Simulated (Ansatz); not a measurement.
Stretching the Ge1–O2 bond in GeO (multiplicity 1 held). Energies count from the point at 1.632 Å.


U- levels take the lowest unrestricted solution at each point, which mixes spins at long bonds. Active spaces are followed from rest. Curves can end on different states.

Correlated levels freeze the cores. Filled d and f shells under p-block atoms count as core.

Programs: Ansatz (Gaussian orbitals). 

Energies in kcal/mol.

```tsv
R (Å)	U-PBE/cc-pVTZ	SC-NEVPT2 on CASSCF(10,8)/cc-pVTZ	FIC-MRCISD on CASSCF(10,8)/cc-pVTZ	FIC-MRCISD+Q on CASSCF(10,8)/cc-pVTZ
1.306	118.4	122.1	120.7	121.1
1.469	22.2	22.8	22.1	22.3
1.632	0.0	0.0	0.0	0.0
1.796	9.0	9.1	9.9	9.7
1.959	29.8	29.7	31.4	30.9
2.204	65.7	63.6	66.6	65.5
2.449	95.1	92.5	96.0	94.5
2.857	127.0	126.0	128.6	126.6
3.265	144.7	142.7	144.2	142.3
3.755	156.0	150.4	151.7	150.6
4.408	162.2	151.1	152.6	151.5
5.224	164.7	151.5	153.0	152.0
6.530	165.8	151.6	153.2	152.1
```

Doubts at one or more of the structures used: a spin-contaminated determinant (U-PBE/cc-pVTZ).

Ansatz is a program for electronic structure.
